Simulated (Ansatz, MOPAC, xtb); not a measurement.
The molecule CCl-, multiplicity 3 (lowest of 2S+1 = 1, 3, 5 at CCSD(T)/def2-TZVPP on PBE0 minima; our sources give no spin for the ground state, which may be another).

Constants: fifth-degree fit in 1/R to seven points, most abundant isotopes. Runs in def2 and cc sets follow the lowest solution found near the PBE0 minimum.

Programs: Ansatz (a quantum-chemistry and plane-wave program); MOPAC for PM6, PM7 (differences of heats of formation); xtb for the GFN methods. Values without a source in brackets are computed. The GFN methods have no spin term and hold the electronic entropy of 300 K.

```json
[
 {"level": "PM6", "r_e (Å)": "1.834", "ω_e (cm⁻¹)": "525", "α_e (cm⁻¹)": "0.0074", "ω_e x_e (cm⁻¹)": "6.3"},
 {"level": "PM7", "r_e (Å)": "1.862", "ω_e (cm⁻¹)": "490", "α_e (cm⁻¹)": "0.0045", "ω_e x_e (cm⁻¹)": "1.8"},
 {"level": "GFN2-xTB", "r_e (Å)": "1.925", "ω_e (cm⁻¹)": "543", "α_e (cm⁻¹)": "0.0033", "ω_e x_e (cm⁻¹)": "2.8"},
 {"level": "SVWN5/def2-TZVPP", "r_e (Å)": "1.816", "ω_e (cm⁻¹)": "562", "α_e (cm⁻¹)": "0.0075", "ω_e x_e (cm⁻¹)": "4.3"},
 {"level": "PBE/def2-TZVPP", "r_e (Å)": "1.864", "ω_e (cm⁻¹)": "514", "α_e (cm⁻¹)": "0.0075", "ω_e x_e (cm⁻¹)": "4.3"},
 {"level": "r2SCAN/def2-TZVPP", "r_e (Å)": "1.877", "ω_e (cm⁻¹)": "493", "α_e (cm⁻¹)": "0.0075", "ω_e x_e (cm⁻¹)": "3.8"},
 {"level": "B97M-V/def2-TZVPP", "r_e (Å)": "1.872", "ω_e (cm⁻¹)": "482", "α_e (cm⁻¹)": "0.0088", "ω_e x_e (cm⁻¹)": "5.2"},
 {"level": "B3LYP/def2-TZVPP", "r_e (Å)": "1.895", "ω_e (cm⁻¹)": "469", "α_e (cm⁻¹)": "0.0077", "ω_e x_e (cm⁻¹)": "4.0"},
 {"level": "PBE0/def2-TZVPP", "r_e (Å)": "1.853", "ω_e (cm⁻¹)": "524", "α_e (cm⁻¹)": "0.0077", "ω_e x_e (cm⁻¹)": "4.6"},
 {"level": "BHLYP/def2-TZVPP", "r_e (Å)": "1.888", "ω_e (cm⁻¹)": "467", "α_e (cm⁻¹)": "0.0084", "ω_e x_e (cm⁻¹)": "4.6"},
 {"level": "CAM-B3LYP/def2-TZVPP", "r_e (Å)": "1.870", "ω_e (cm⁻¹)": "493", "α_e (cm⁻¹)": "0.0079", "ω_e x_e (cm⁻¹)": "4.4"},
 {"level": "wB97X-V/def2-TZVPP", "r_e (Å)": "1.861", "ω_e (cm⁻¹)": "510", "α_e (cm⁻¹)": "0.0080", "ω_e x_e (cm⁻¹)": "4.7"},
 {"level": "wB97M-V/def2-TZVPP", "r_e (Å)": "1.869", "ω_e (cm⁻¹)": "499", "α_e (cm⁻¹)": "0.0080", "ω_e x_e (cm⁻¹)": "4.6"},
 {"level": "B2PLYP/def2-TZVPP", "r_e (Å)": "1.883", "ω_e (cm⁻¹)": "484", "α_e (cm⁻¹)": "0.0077", "ω_e x_e (cm⁻¹)": "4.1"},
 {"level": "CCSD/aug-cc-pV(T+d)Z", "r_e (Å)": "1.880", "ω_e (cm⁻¹)": "479", "α_e (cm⁻¹)": "0.0084", "ω_e x_e (cm⁻¹)": "4.7"},
 {"level": "CCSD/def2-TZVPP", "r_e (Å)": "1.890", "ω_e (cm⁻¹)": "482", "α_e (cm⁻¹)": "0.0079", "ω_e x_e (cm⁻¹)": "4.4"},
 {"level": "CCSD/aug-cc-pV(Q+d)Z", "r_e (Å)": "1.867", "ω_e (cm⁻¹)": "489", "α_e (cm⁻¹)": "0.0086", "ω_e x_e (cm⁻¹)": "5.1"},
 {"level": "CCSD/def2-QZVPP", "r_e (Å)": "1.879", "ω_e (cm⁻¹)": "486", "α_e (cm⁻¹)": "0.0083", "ω_e x_e (cm⁻¹)": "5.0"},
 {"level": "CCSD(T)/aug-cc-pV(T+d)Z", "r_e (Å)": "1.881", "ω_e (cm⁻¹)": "481", "α_e (cm⁻¹)": "0.0079", "ω_e x_e (cm⁻¹)": "4.0"},
 {"level": "CCSD(T)/def2-TZVPP", "r_e (Å)": "1.891", "ω_e (cm⁻¹)": "486", "α_e (cm⁻¹)": "0.0074", "ω_e x_e (cm⁻¹)": "3.8"},
 {"level": "CCSD(T)/aug-cc-pV(Q+d)Z", "r_e (Å)": "1.868", "ω_e (cm⁻¹)": "491", "α_e (cm⁻¹)": "0.0081", "ω_e x_e (cm⁻¹)": "4.4"},
 {"level": "CCSD(T)/def2-QZVPP", "r_e (Å)": "1.880", "ω_e (cm⁻¹)": "489", "α_e (cm⁻¹)": "0.0078", "ω_e x_e (cm⁻¹)": "4.3"},
 {"level": "CCSD(T)/CBS(aug-cc-pV(T+d)Z, aug-cc-pV(Q+d)Z)", "r_e (Å)": "1.862", "ω_e (cm⁻¹)": "497", "α_e (cm⁻¹)": "0.0082", "ω_e x_e (cm⁻¹)": "4.5"},
 {"level": "CCSD(T)/CBS(def2-TZVPP, def2-QZVPP)", "r_e (Å)": "1.874", "ω_e (cm⁻¹)": "495", "α_e (cm⁻¹)": "0.0078", "ω_e x_e (cm⁻¹)": "4.5"}
]
```

Frozen-core correlation. CBS: X⁻³ extrapolation of the correlation energy, Hartree–Fock from the larger set. The state that PM6, PM7 reach isn't checked; PM7 holds dispersion and hydrogen-bond terms.
